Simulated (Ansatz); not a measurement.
## An elementary step

Start structure (SnH7OF, singlet), relaxed at PBE0-D4/def2-TZVP:

```json
{"atom": "Sn1", "x (Å)": "-0.7244", "y (Å)": "-1.3611", "z (Å)": "-0.2114"}
{"atom": "H2", "x (Å)": "0.9706", "y (Å)": "-1.0515", "z (Å)": "-0.2240"}
{"atom": "H3", "x (Å)": "-0.8493", "y (Å)": "-2.9810", "z (Å)": "-0.7548"}
{"atom": "H4", "x (Å)": "-1.3277", "y (Å)": "-1.2454", "z (Å)": "1.3665"}
{"atom": "H5", "x (Å)": "-1.5074", "y (Å)": "-0.3515", "z (Å)": "-1.3292"}
{"atom": "H6", "x (Å)": "0.5630", "y (Å)": "1.8275", "z (Å)": "0.5327"}
{"atom": "O7", "x (Å)": "-0.3319", "y (Å)": "1.5414", "z (Å)": "0.7515"}
{"atom": "H8", "x (Å)": "1.8540", "y (Å)": "0.2799", "z (Å)": "-0.2942"}
{"atom": "F9", "x (Å)": "2.2672", "y (Å)": "1.1183", "z (Å)": "-0.2473"}
{"atom": "H10", "x (Å)": "-0.9142", "y (Å)": "2.2233", "z (Å)": "0.4104"}
```

The step: SnH₄ + H₂O + HF → SnH₃F ([F][SnH3]) + H₂O + H₂; bonds formed: Sn1–F9, H2–H8; bonds broken: Sn1–H2, H8–F9. Computed with Ansatz 0.2.0 (basis: def2-TZVPP and def2-QZVPP); correlated methods freeze the cores. Filled d shells of the heavier atoms are correlated. Core potentials replace the inner electrons of the atoms past krypton. The def2 sets are not built for correlating such inner shells, so the correlated values are less sure here. Extrapolation: Hartree–Fock as exp(−7.88 √X), correlation as X^−2.97. Energies below are by CCSD(T) at an estimated basis limit (MP2 extrapolated from triple and quadruple zeta, plus CCSD(T) − MP2 in triple zeta).

Question: What are the electronic barrier and the energy of the step, from the start structure to the end structure? (Judge from chemistry; the value comes from the calculation.)

Answer: The calculation gives: Barrier 1.255 eV; step energy -0.342 eV (downhill); reverse barrier, their difference, 1.597 eV. Barrier and step energy count from the start structure, the reverse barrier from the end structure.

The saddle point: One imaginary mode of 1009i cm⁻¹.
```csv
pair,start (Å),saddle (Å),end (Å)
Sn1–F9,3.89,2.33,1.95
H2–H8,1.60,0.95,0.75
Sn1–H2,1.72,1.99,4.15
H8–F9,0.94,1.22,2.51
```

Zero-point energy (harmonic, PBE0-D4): ZPE is 1.694 eV at the start and 1.663 eV at the saddle, so the barrier goes from 1.255 to 1.223 eV.

No T1 diagnostic of these runs exceeds 0.014.

Labels in which every atom is bracketed show which atoms are joined, not bond orders.

For scale, one of the runs: CCSD(T)/def2-TZVPP, 210 basis functions, launched by `ansatz run in.yaml --threads 4 --pin off --events-out ev --progress --plain --max-ram 9574MiB`. Hardware: 4 CPU threads of an Arm Neoverse V2, shared host. Wall time 80 s; peak host memory 3.4 GiB.
